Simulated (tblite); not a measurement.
Compound: C₅H₅FOS (charge -1 and doublet state).
Atom-mapped SMILES: `[O-:1][CH:2][CH2:3][CH2:4][C:5]([F:6])=[C:7]=[S:8]` (hydrogens: H9 on C2; H10, H11 on C3; H12, H13 on C4)
Bond orders are those of one Lewis drawing.

Computed with GFN2-xTB (tblite), gas phase: L-BFGS steps from a force-field or distance-geometry start until the largest atomic force falls under 0.01 eV/Å.

At the end of the run (lengths in Å): O1–C2 1.224, C5–F6 1.408, C3–H11 1.091, C3–C4 1.545, C2–C3 1.489, C4–C5 1.510, C4–H12 1.091, C5–C7–S8 145.9°, C4–C5–C7 129.7°, C4–C5–F6 110.7°, O1–C2–C3 126.2°, O1–C2–C3–C4 106°, C2–C3–C4–C5 178°, C3–C4–C5–F6 66°, H9–C2–C3–C4 -70°, H10–C3–C2–O1 -136°.

**Question.** These geometries were met on the way; a selection of coordinates is given. Order them by energy above the end point, lowest first.
A. O1–C2 1.224, C5–F6 1.396, C3–H11 1.095, C3–C4 1.538, C2–C3 1.527, C4–C5 1.509, C4–H12 1.099, C5–C7–S8 179.3°, C4–C5–C7 119.7°, C4–C5–F6 119.2°, O1–C2–C3 118.4°, O1–C2–C3–C4 93°, C2–C3–C4–C5 -179°, C3–C4–C5–F6 61°, H9–C2–C3–C4 -40°, H10–C3–C2–O1 -143°
B. O1–C2 1.236, C5–F6 1.436, C3–H11 1.081, C3–C4 1.546, C2–C3 1.470, C4–C5 1.511, C4–H12 1.090, C5–C7–S8 175.7°, C4–C5–C7 123.9°, C4–C5–F6 115.4°, O1–C2–C3 122.9°, O1–C2–C3–C4 108°, C2–C3–C4–C5 -178°, C3–C4–C5–F6 60°, H9–C2–C3–C4 -55°, H10–C3–C2–O1 -132°
C. O1–C2 1.227, C5–F6 1.411, C3–H11 1.094, C3–C4 1.525, C2–C3 1.503, C4–C5 1.499, C4–H12 1.093, C5–C7–S8 172.2°, C4–C5–C7 125.4°, C4–C5–F6 113.5°, O1–C2–C3 124.0°, O1–C2–C3–C4 113°, C2–C3–C4–C5 -178°, C3–C4–C5–F6 59°, H9–C2–C3–C4 -59°, H10–C3–C2–O1 -127°
D. O1–C2 1.227, C5–F6 1.416, C3–H11 1.096, C3–C4 1.547, C2–C3 1.498, C4–C5 1.511, C4–H12 1.092, C5–C7–S8 164.3°, C4–C5–C7 129.7°, C4–C5–F6 108.9°, O1–C2–C3 126.1°, O1–C2–C3–C4 113°, C2–C3–C4–C5 180°, C3–C4–C5–F6 59°, H9–C2–C3–C4 -59°, H10–C3–C2–O1 -129°
E. O1–C2 1.358, C5–F6 1.365, C3–H11 1.131, C3–C4 1.506, C2–C3 1.509, C4–C5 1.478, C4–H12 1.122, C5–C7–S8 179.8°, C4–C5–C7 118.3°, C4–C5–F6 121.9°, O1–C2–C3 115.7°, O1–C2–C3–C4 89°, C2–C3–C4–C5 180°, C3–C4–C5–F6 61°, H9–C2–C3–C4 -34°, H10–C3–C2–O1 -145°

**Answer.** D (0.096 eV), C (0.189 eV), B (0.310 eV), A (0.681 eV), E (1.320 eV).

```tsv
step	E above end (eV)	rms distance from the end, all atoms (Å)	largest force (eV/Å)	rms shift of all bonds from the end (Å)
9	0.096	0.173	0.323	0.006
6	0.189	0.196	0.718	0.010
3	0.310	0.212	1.005	0.016
1	0.681	0.232	2.729	0.014
0	1.320	0.243	5.871	0.047
```

Rows stand in the order of the answer.
